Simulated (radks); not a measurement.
Values are calculated unless marked as measured or tabulated.
Species: the selenium ion Se2+. Configuration: [Ar] 3d10 4s2 4p2. Level of theory: Dirac Kohn-Sham, LDA (Slater exchange, Perdew-Zunger correlation), spin-unpolarised, spherical densities, finite nucleus; open shells fill j = l - 1/2 first; Fermi nuclear charge, rms radius 4.14 fm (a radial shooting solver on a logarithmic mesh with Libxc functionals).

Normalised radial functions P(r) = r R(r) (large component), r in bohr:

```
   r/bohr * 3p3/2, o 4p1/2, + 5s1/2 (the largest magnitude, 1.39, reaches the edge; | marks zero, & curves that meet)
 0.001704                             &
 0.001968                             &
 0.002273                             &
 0.002625                             &
 0.003031                             &
 0.003501                             &
 0.004043                             &+
 0.004669                             &+
 0.005393                             &+
 0.006228                             &+
 0.007192                             &+
 0.008306                             o&
 0.009593                             o&
  0.01108                             o&
  0.01279                             o&
  0.01478                             |&
  0.01707                             |&*
  0.01971                             |&*
  0.02276                             |& *
  0.02629                             |&  *
  0.03036                             |+o  *
  0.03506                             |+o   *
  0.04049                             |+o    *
  0.04676                             |+ o    *
    0.054                             +  o      *
  0.06237                             +   o      *
  0.07203                            +|   o        *
  0.08318                            +|   o         *
  0.09607                           + |   o          *
   0.1109                           + |   o          *
   0.1281                           + |   o         *
   0.1492                           + |  o       *
   0.1723                           + | o     *
   0.1989                            +o  *
   0.2298                          * o+
   0.2653                    *     o  |+
   0.3064              *         o    | +
   0.3539        *              o     |  +
   0.4087    *                 o      |   +
    0.472  *                   o      |   +
   0.5451  *                     o    |  +
   0.6296    *                     o  |+
   0.7271        *                   +o
   0.8397            *             +  |   o
   0.9697                 *      +    |      o
     1.12                     * +     |          o
    1.293                       +*    |            o
    1.494                        + *  |              o
    1.725                          + *|              o
    1.992                            *+             o
    2.301                             *   +        o
    2.657                             *      +  o
    3.069                             *      o  +
    3.544                             *    o     +
    4.093                             *  o       +
    4.727                             *o        +
    5.459                             *o     +
    6.305                             &    +
    7.281                             &  +
    8.409                             & +
    9.711                             &+
    11.22                             &
    12.95                             &
```

3p3/2: eigenvalue -173.31 eV, 1 radial node at r = 0.216 bohr, <r> = 0.594 bohr, 90 % of the charge inside 0.909 bohr. 4p1/2: eigenvalue -25.959 eV, 2 radial nodes at r = 0.205, 0.726 bohr, <r> = 1.96 bohr, 90 % of the charge inside 2.93 bohr. 5s1/2 (empty): eigenvalue -11.292 eV, 4 radial nodes at r = 0.0566, 0.231, 0.682, 2.00 bohr, <r> = 4.08 bohr, 90 % of the charge inside 5.85 bohr.
